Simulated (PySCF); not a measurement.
**Nd⁺ (neodymium, charge +1) across methods**

[Xe] 4f5, one real determinant (an excited configuration). Computed with PySCF 2.14 in cc-pVDZ-X2C (8s7p5d3f1g, 84 functions), with scalar relativity by spin-free X2C-1e.

```json
{"method": "BHandHLYP", "E (hartree)": "-9622.82", "mean ε 5p α (eV)": "-27.321", "mean ε 5p β (eV)": "-25.396", "mean ε 4f α (eV)": "-6.063", "Σ⟨r²⟩ (bohr²)": "49.40", "⟨S²⟩": "8.754"}
{"method": "PBE", "E (hartree)": "-9622.61", "mean ε 5p α (eV)": "-24.714", "mean ε 5p β (eV)": "-23.004", "mean ε 4f α (eV)": "-3.067", "Σ⟨r²⟩ (bohr²)": "50.96", "⟨S²⟩": "8.752"}
{"method": "r2SCAN", "E (hartree)": "-9622.96", "mean ε 5p α (eV)": "-25.219", "mean ε 5p β (eV)": "-23.337", "mean ε 4f α (eV)": "-2.992", "Σ⟨r²⟩ (bohr²)": "50.51", "⟨S²⟩": "8.755"}
{"method": "UHF", "E (hartree)": "-9619.21016", "mean ε 5p α (eV)": "-29.767", "mean ε 5p β (eV)": "-27.132", "mean ε 4f α (eV)": "-9.233", "Σ⟨r²⟩ (bohr²)": "49.11", "⟨S²⟩": "8.756"}
```

(1) Estimate the same row for LDA.

⟨L²⟩ = 24.02 against 30 for a pure H term, so this real determinant mixes terms. Spin-orbit coupling, absent here, splits the open shell strongly.

Results:

(1) E (hartree) = -9615.26; mean ε 5p α (eV) = -24.879; mean ε 5p β (eV) = -23.251; mean ε 4f α (eV) = -3.211; Σ⟨r²⟩ (bohr²) = 50.96; ⟨S²⟩ = 8.752.
